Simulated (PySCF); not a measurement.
Planning a shielding job on `PB[C@@H]1C=C1Cl`.

Method: GIAO PBE/pcSseg-2 NMR shielding, non-relativistic, gas phase (PySCF 2.14.0, density-fitted response routines). Geometry: PBE0-D3(BJ)/def2-SVP. Work: shieldings, ring-centre shieldings, density fitting. The command runs a driver script over a list of jobs; the input below is this job's line of settings and its coordinates in Å.

Command:
```bash
OMP_NUM_THREADS=1 python probes_run.py task.json out
```

Input:
```
{"job": {"kind": "nmr", "xc": "PBE", "basis": "pcSseg-2", "pop": false}, "charge": 0, "multiplicity": 1}
P      2.518931    -0.952737     0.847358
B      1.003989    -0.414406    -0.135289
C     -0.236851     0.233683     0.529776
C     -1.658087    -0.044085    -0.042503
C     -1.151367     1.108619    -0.295544
Cl    -1.237183     2.631245    -0.999964
H      2.675861     0.108695     1.780894
H      3.580254    -0.628170    -0.038791
H      0.955260    -0.716400    -1.307527
H     -0.192962     0.474491     1.605998
H     -2.429333    -0.804618    -0.088556
```

Hardware: one thread, Arm Neoverse V1 (aarch64), on a shared host. PySCF's memory limit was set to 1760 MB.

The basis has 300 functions.

Question: How long does the run take?

Answer: About 53 s. The SCF took 15 cycles.

Question: Estimate the peak memory.

Answer: About 1.0 GiB. Peak memory is the resident size of the whole Python process, interpreter and libraries included.

The SCF part of the output:
```
coarse grid: 10696 points
cycle   1  E = -943.0962064610  dE =  6.262e-01  |g| = 4.722e-01  |ddm| = 2.512e+00
cycle   2  E = -942.9618222762  dE =  1.344e-01  |g| = 8.044e-01  |ddm| = 1.195e+00
cycle   3  E = -943.1427457230  dE = -1.809e-01  |g| = 2.162e-01  |ddm| = 9.823e-01
cycle   4  E = -943.1538151036  dE = -1.107e-02  |g| = 1.046e-01  |ddm| = 2.644e-01
cycle   5  E = -943.1563477731  dE = -2.533e-03  |g| = 3.477e-02  |ddm| = 9.766e-02
cycle   6  E = -943.1566379145  dE = -2.901e-04  |g| = 5.622e-03  |ddm| = 3.794e-02
cycle   7  E = -943.1566427700  dE = -4.855e-06  |g| = 2.580e-03  |ddm| = 8.468e-03
final grid: 95368 points
cycle   8  E = -943.1749002002  dE = -1.021e-04  |g| = 9.258e-03  |ddm| = 4.813e-02
cycle   9  E = -943.1748650705  dE =  3.513e-05  |g| = 1.434e-02  |ddm| = 1.886e-02
cycle  10  E = -943.1749165109  dE = -5.144e-05  |g| = 3.172e-03  |ddm| = 1.260e-02
cycle  11  E = -943.1749185732  dE = -2.062e-06  |g| = 1.243e-03  |ddm| = 4.354e-03
cycle  12  E = -943.1749189070  dE = -3.338e-07  |g| = 4.505e-04  |ddm| = 1.164e-03
cycle  13  E = -943.1749189605  dE = -5.353e-08  |g| = 1.172e-04  |ddm| = 5.500e-04
cycle  14  E = -943.1749189644  dE = -3.804e-09  |g| = 3.366e-05  |ddm| = 1.342e-04
cycle  15  E = -943.1749189647  dE = -3.795e-10  |g| = 7.644e-06  |ddm| = 5.211e-05
converged SCF energy = -943.1749189647
```

On the final grid dE counts from the start density on that grid.

The host was shared with other jobs, so the times are rough.
